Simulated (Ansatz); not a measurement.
Reactions of C$_{3}$H$_{8}$Si$_{2}$ (`[SiH3]C=C=C[SiH3]`).

Program: Ansatz. Geometries: PBE0-D4/def2-TZVP. ΔE: electronic, gas phase. CBS: MP2 limit from def2 TZ/QZ plus the TZ coupled-cluster correction, frozen cores. This one scheme is used for every species, atoms too. Double bonds are as drawn, so ΔE can hold a change between cis and trans. No spin–orbit coupling; open shells (•) take unrestricted orbitals. Spin–orbit coupling would lower the free atoms: a little for C, Si. Elements past krypton have def2 core potentials. For I, Sn outer-core shells are correlated without core-valence functions, so the limit isn't a true one: a few kJ/mol of doubt a bond, and 10 to 20 or more in all where bonds break to atoms. One conformer a species, not always the lowest.

Problem. Order these by ΔE at CCSD(T)/CBS, lowest first. (Estimate.)
A. `[SiH3]C=C=C[SiH3]` + `CC=N` → `C/C=N\[SiH3]` + `C=C=C[SiH3]`
B. `[SiH3]C=C=C[SiH3]` → `C=C1C[SiH]1[SiH3]`
C. `[SiH3]C=C=C[SiH3]` + `C/N=C\N` → `C/N=C/N[SiH3]` + `C=C=C[SiH3]`
D. `[SiH3]C=C=C[SiH3]` + `[NH2][AlH2]` → `[AlH2][NH][SiH3]` + `C=C=C[SiH3]`
E. `[SiH3]C=C=C[SiH3]` → 3 C• + 8 H• + 2 Si•
F. `[SiH3]C=C=C[SiH3]` + `[I][SnH]1[CH2][CH2]1` → `[SiH3][SnH]1[CH2][CH2]1` + `[SiH3]C=C=CI`
G. `[SiH3]C=C=C[SiH3]` → `CC1=C[SiH2][SiH2]1`
H. `[SiH3]C=C=C[SiH3]` + HI → `[SiH3]C=C=CI` + SiH₄

Solution. G (-73.0 kJ/mol), C (-48.3 kJ/mol), D (-37.3 kJ/mol), A (-14.1 kJ/mol), B (+40.4 kJ/mol), H (+57.4 kJ/mol), F (+185.4 kJ/mol), E (+4726.5 kJ/mol).

Largest T1 diagnostic: 0.016, for `[SiH3][SnH]1[CH2][CH2]1`.
